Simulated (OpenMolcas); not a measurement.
## Mo3+: effect of the IPEA shift

- Program: OpenMolcas 26.06
- Basis: ANO-RCC-VTZP [7s6p4d2f1g]
- Scalar Hamiltonian: DKH2, point nucleus
- Active space: 9 electrons in 8 orbitals (RAS1 4p, at most 2 holes; RAS2 4d)
- State averaging: 2S+1 = 4 even, 10 roots; 2S+1 = 2 even, 40 roots
- Spin-orbit coupling: RASSI with atomic mean-field integrals over the reference wave functions, term energies averaged over their components

Methods on the same reference wave functions:
A. RASSCF
B. MS-RASPT2, IPEA 0 Eh, imaginary shift 0.1 Eh (closed shells correlated: 4s)
C. MS-RASPT2, IPEA 0.25 Eh, imaginary shift 0.1 Eh (closed shells correlated: 4s)

Energies in cm⁻¹ above 4d³ ⁴F_3/2, the measured ground level; measured values from Sugar and Musgrove, J. Phys. Chem. Ref. Data 17, 155 (1988).

```tsv
Level	A	B	C	Measured
4d³ ⁴F_3/2	0.0	0.0	0.0	0.0
4d³ ⁴F_5/2	787	802	798	778
4d³ ⁴F_7/2	1793	1807	1802	1760
4d³ ⁴F_9/2	2952	2940	2940	2865
4d³ ⁴P_1/2	12488	10330	10700	10338
4d³ ⁴P_3/2	12528	10250	10670	10331
4d³ ⁴P_5/2	13748	11700	12020	11612
4d³ ²G_7/2	14455	11530	12170	11580
4d³ ²G_9/2	15289	12300	12900	12311
4d³ ²P_1/2	17263	13730	14580	14348
4d³ ²D_5/2(1)	19708	16980	17750	16809
4d³ ²H_9/2	19966	16240	16660	15995
4d³ ²H_11/2	20453	16630	17010	16357
4d³ ²F_7/2	30636	25030	25740	24787
4d³ ²F_5/2	30987	25370	26080	25100
4d³ ²D_5/2(2)	45457	39850	40250	38922
4d³ ²D_3/2(2)	45937	40200	40640
```

Deviations, from unrounded energies. A percentage is the sum of absolute deviations over the sum of measured energies, with the sign that they share, or ± where signs differ.

```csv
Against measurement,Levels,A,B,C
mean absolute deviation (cm-1),15,3000,210,550
fine structure of the ground term (%),3,+2.4,+2.6,+2.5
other terms of the ground configuration (%),12,+21.3,±1.4,+3.9
```

B lies closest to measurement on these levels and A furthest from it. The largest miss of B in the table is 4d³ ²D_5/2(2), by +930 cm-1. The ranking rests on the paired levels alone, and a cruder setting can come out closer through cancelling errors.

Between B and C the level of the table that moves most is 4d³ ²P_1/2, by 850 cm-1 (lowest in B, highest in C). Moves below CASPT2's spread within the term are not significant.

The mean deviations of B to C differ by less than CASPT2's widest spread within a term (1500 cm-1), so their order carries little weight.

From A to B the spin-free energies of the other terms of 4d³ shown, above ⁴F, scale by factors of 0.77 to 0.87, as is usual when dynamic correlation screens the repulsion within a d or f shell.

The lowest spin-free term lies below A's lowest term by 0.259 hartree in B, 0.252 hartree in C.

CASPT2 breaks the degeneracy within a term, and the mean is taken; among the terms shown or strongly mixed into the levels shown the widest spread is 1500 cm-1 (4d³ ⁴F, C). Active for correlation alone: 4p; no level in the range computed is led by a configuration that opens it, so any true level of that kind is missing. Without dynamic correlation excited terms often stand tens of per cent too high (terms of higher spin than the ground term too low), and those without a measured partner can miss by more than the paired ones (holds for A). The CASPT2 spread within a term exceeds the gap to the next term for 4d³ ²H and 4d³ ²D(1), so the order of their levels is uncertain (holds for B; C). Measured partners are found by configuration, term and J. A level has none where our copy of the source lacks it or the pairing is in doubt (some pairs that miss far off the trend of their configuration count as doubtful), and it then counts in no deviation. Levels of configurations outside the active space are missing. Levels that lie high or do not pair safely by name in every column are left out.

A number in round brackets counts repeated terms of one configuration in the order of the reference energies.
